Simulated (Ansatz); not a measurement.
```xyz
10

O     1.852   -1.226   -1.104
Si    0.456   -1.415   -0.264
Se    0.378   -0.123    1.613
Si   -0.924    1.476    0.645
H     2.145   -0.332   -1.285
H     0.423   -2.837    0.136
H    -0.731   -1.054   -1.084
H    -2.300    0.977    0.403
H    -0.960    2.620    1.588
H    -0.338    1.914   -0.648
```

Total charge 0; spin multiplicity 1.

**Question.** List the ωB97M-V/def2-TZVPP orbital energies in eV (Ansatz). (Estimate.)

**Answer.** The calculation gave: Occupied: -12367.91, -1808.11, -1807.70, -1588.22, -1422.97, -1422.95, -1422.92, -526.46, -217.66, -160.57, -160.51, -160.39, -149.05, -148.73, -103.20, -103.16, -103.13, -102.88, -102.83, -102.82, -60.48, -60.47, -60.36, -60.32, -60.30, -31.22, -22.45, -18.71, -17.64, -15.76, -13.75, -13.49, -12.78, -12.62, -11.78, -11.14, -10.56, -9.37. Lowest empty: 1.38, 1.72, 2.07, 2.47, 2.62, 3.18, 3.54, 3.89.
